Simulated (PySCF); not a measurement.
PdSF₂, triplet: data card

Method: PySCF, UPBE, basis Pd def2-TZVP with ECP28, S def2-TZVP, F def2-TZVP (scalar-relativistic core potentials, no spin–orbit coupling, density fitting).

The structure is a minimum.

```xyz
4
charge 0 multiplicity 3, angstrom
Pd    0.0000    0.0000    0.2971
S     0.0000    0.0000   -1.7933
F    -1.8675    0.0000    0.6771
F     1.8675    0.0000    0.6771
```

* Point group: C2v
* Bond lengths: Pd–F 1.906 Å (×2), Pd–S 2.090 Å
* Bond angles: F–Pd–F 157.0°, F–Pd–S 101.5° (×2)
* Atomisation energy without zero-point energy: 979 kJ/mol
* Principal polarisabilities: 32.8, 57.6, 71.1 bohr³
* Entropy at 298.15 K and 1 bar (electronic part: spin only): 328.8 J/(mol K)
* Rotational symmetry number: 2
* Highest occupied level (β): -7.03 eV
* Lowest empty level (β): -6.47 eV
* Enthalpy at 298.15 K above 0 K: 16.47 kJ/mol
* Rotational constants: 0.1301, 0.1272, 0.06432 cm⁻¹
* Principal quadrupole moments (Buckingham, traceless) about the centre of mass: -13.16, 3.43, 9.73 D Å
* Heat capacity Cp at 298.15 K: 71.7 J/(mol K)
* Spin squared ⟨S²⟩: 2.004
* Dipole moment: 1.73 D
* Zero-point energy: 12.4 kJ/mol

Harmonic modes (masses in u: Pd 105.903, S 31.972, F 18.998):
```csv
symmetry,ω (cm⁻¹),IR (km/mol),type
b2,125,0.0,bend
a1,173,3.7,bend
b1,179,7.6,bend
a1,460,0.3,stretch
a1,541,22.8,stretch
b2,602,120,stretch
```

In C2v the vibrations span 2b2 + 3a1 + b1. Here b1 is antisymmetric to the molecular plane and b2 lies in it.

Charges (e):
```
atom  Mulliken  Löwdin  polar tensor  spin (Mulliken)  Mayer order to Pd1
 Pd1      0.85    0.12          0.90             0.50                   –
  S2      0.00    0.42          0.07             1.37                1.64
F3,4     -0.43   -0.27         -0.49             0.07                0.68
```

Mulliken populations on Pd1 (electrons outside its core potential): s 2.45, p 6.23, d 8.46, f 0.01.

Formally Pd is in oxidation state +4, d6, with 2 unpaired electrons (the high-spin count would be 4). The Mulliken spin on Pd is 0.50, so most of the spin sits on the ligands and the formal count fails. The polar-tensor charge on Pd, 0.90, is far below the formal one.

Other isomers or separated fragments may lie lower. Other spin states or occupations of the open shell can lie lower.

The final relaxation and frequency run took 2.4 min on 4 threads of a shared Intel Xeon @ 2.70GHz host, with 139 basis functions and 14 gradients; the process peaked at 1.3 GiB.
